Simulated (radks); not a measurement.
Task: These are the eigenvalues of the occupied orbitals of an atom or ion with whole-number occupations (eV). Method: non-relativistic Kohn-Sham, LDA (Slater exchange, Perdew-Wang correlation), spin-unpolarised, spherical densities, point nucleus; computed with a radial shooting solver on a logarithmic mesh with Libxc functionals.

orbital  eigenvalue
1s        -11541.31
2s        -1466.204
2p        -1314.803
3s        -204.5231
3p        -153.3859
3d         -63.2778
4s         -33.1856
4p         -22.9349

Which element is it, and in what charge state? The configuration may be excited.

Result: Z = 33, arsenic, charge +2: As2+ in [Ar] 3d10 4s2 4p1. The list shows which subshells hold electrons but not how many an open one holds; the 1s level, -424.14 hartree, gives Z - s = 29.1 by -(Z - s)^2/2, which with screening narrows Z to a few neighbours, and the depths of the outer levels then fix element, charge and occupations together.
